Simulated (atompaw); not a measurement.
**An all-electron radial function and its pseudo partner (Mg (Z = 12))**

Columns: radius, all-electron u(r) and pseudo u(r) of the 2p shell (level -46.55 eV) of magnesium in the configuration [He] 2s2 2p6 3s2 3p0; PBEsol, scalar-relativistic, PAW (atompaw) scheme, atompaw 4.2.0.5.

| r (bohr) | all-electron | pseudo |
| --- | --- | --- |
| 0.054 | 0.1134 | 0.0207 |
| 0.108 | 0.3353 | 0.0810 |
| 0.162 | 0.5672 | 0.1756 |
| 0.215 | 0.7645 | 0.2939 |
| 0.269 | 0.9218 | 0.4302 |
| 0.323 | 1.0339 | 0.5712 |
| 0.377 | 1.1050 | 0.7058 |
| 0.431 | 1.1416 | 0.8241 |
| 0.485 | 1.1507 | 0.9182 |
| 0.538 | 1.1390 | 0.9825 |
| 0.592 | 1.1115 | 1.0178 |
| 0.646 | 1.0727 | 1.0240 |
| 0.700 | 1.0262 | 1.0055 |
| 0.754 | 0.9747 | 0.9683 |
| 0.808 | 0.9204 | 0.9193 |
| 0.862 | 0.8650 | 0.8649 |
| 0.915 | 0.8106 | 0.8106 |
| 0.969 | 0.7561 | 0.7561 |
| 1.023 | 0.7032 | 0.7032 |
| 1.077 | 0.6522 | 0.6522 |
| 1.131 | 0.6036 | 0.6036 |
| 1.185 | 0.5576 | 0.5576 |
| 1.238 | 0.5149 | 0.5149 |
| 1.292 | 0.4742 | 0.4742 |
| 1.346 | 0.4361 | 0.4361 |
| 1.400 | 0.4005 | 0.4005 |

(1) How many radial nodes do the two functions have?

(2) At about which radius was the pseudo-wave matched?

(3) Is the pseudo-wave norm-conserving?

Results:

(1) The all-electron 2p function has n − l − 1 = 0; the pseudo-wave has 0.

(2) 0.90 bohr, where the columns begin to agree (steps of 0.05 bohr).

(3) No, it belongs to a PAW set: the norm inside the radius is not constrained, and the difference is carried by the augmentation charge.
